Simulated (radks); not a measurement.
Values are calculated unless marked as measured or tabulated.
Ionisation of the thallium ion Tl+, [Hg], to Tl2+, [Xe] 4f14 5d10 6s1, under several functionals. Dirac Kohn-Sham, spin-unpolarised, spherical densities, finite nucleus; a radial shooting solver on a logarithmic mesh with Libxc functionals. Known Delta-SCF values: AM05 20.803 eV. What does LDA (Slater exchange, VWN5 correlation) give, and what is its highest occupied eigenvalue?

Answer. 21.188 eV by Delta-SCF; the 6s1/2 eigenvalue is -16.678 eV. NIST: 20.428 eV (measured).

Beside tabulated values, note that spin-unpolarised runs miss the spin-polarisation part of the exchange energy of open shells.
